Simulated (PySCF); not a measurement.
**Dipole response of Cu (copper, neutral)**

[Ar] 3d10 4s1, 2S determinant. Calculation: PySCF 2.14, in dyall-av2z; the spin-free X2C one-electron Hamiltonian (Gaussian nucleus). Coupled (time-dependent) response in atomic units; α is the mean over directions. A double-zeta set is small for polarisabilities.

```tsv
method	mean α (bohr³)	C₆ (like pair)	S(−4)
BHandHLYP	46.11	283.6	1911
CAM-B3LYP	42.01	254.2	1505
```

S(−4) is the Cauchy moment in α(ω) = α(0) + S(−4) ω² + …

Reference α: 46.5 ± 0.5 bohr³ (recommended; Schwerdtfeger and Nagle, table of static dipole polarizabilities (2023 update)). Published C₆: 253.0 (Chu and Dalgarno (2004); Tang, Norbeck and Certain (1976)).

α(iu) at CAM-B3LYP:

```tsv
u (hartree)	α(iu) (bohr³)
0	42.01
0.0500	38.61
0.100	31.38
0.200	18.99
0.300	12.33
0.500	6.800
0.750	4.341
1.00	3.209
1.50	2.072
2.00	1.472
3.00	0.8637
5.00	0.4196
```

A single London oscillator, α(iu) = α/(1 + u²/ω²), gives C₆ = (3/4) ω α². Matching the computed C₆ needs ω = 4 × 254.2 / (3 × 42.01²) = 0.192 hartree.
